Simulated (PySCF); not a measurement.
C2H4F2, SMILES FCCF. Geometry: PBE0-D3(BJ)/def2-SVP. One conformer was computed; it need not be the lowest.

Computed equilibrium geometry at PBE0-D3(BJ)/def2-SVP (PySCF confirms it by a frequency run) as a Z-matrix, and its point group (one conformer of several):
point group C2.
```
C
F 1 1.3679
H 1 1.1037 2 108.95
H 1 1.1047 3 108.65 2 118.76
C 1 1.5009 3 109.80 4 119.35
F 5 1.3679 1 111.11 3 50.17
H 5 1.1037 6 108.95 1 -121.09
H 5 1.1047 7 108.65 6 118.76
```
Charge 0, spin multiplicity 1.
